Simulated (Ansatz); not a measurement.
Species: LaO, charge 0, multiplicity 2. SMILES: [O]=[La]

Atoms: La1, O2. Bonds: La1-O2.

Bond lengths (Å) and angles (degrees) optimised at HF/6-31G* with LANL2DZ past Ar with Ansatz (a first-principles code); PBE/6-31G* with LANL2DZ past Ar with Ansatz; B3LYP/6-31G* with LANL2DZ past Ar with Ansatz; MP2/6-31G* with LANL2DZ past Ar with Ansatz, each started from the B3LYP-D3(BJ)/def2-TZVP structure (Ansatz) of the last column. A row stands for all coordinates that are equal there. 6-31G* holds six Cartesian d functions.

| coordinate | HF/6-31G* with LANL2DZ past Ar | PBE/6-31G* with LANL2DZ past Ar | B3LYP/6-31G* with LANL2DZ past Ar | MP2/6-31G* with LANL2DZ past Ar | B3LYP-D3(BJ)/def2-TZVP |
|---|---|---|---|---|---|
| La1-O2 | 1.936 | 1.971 | 1.962 | 1.999 | 1.922 |

Mean signed difference of all 1 bond lengths from B3LYP-D3(BJ)/def2-TZVP: HF/6-31G* with LANL2DZ past Ar 0.014 Å, PBE/6-31G* with LANL2DZ past Ar 0.049 Å, B3LYP/6-31G* with LANL2DZ past Ar 0.040 Å, MP2/6-31G* with LANL2DZ past Ar 0.077 Å.
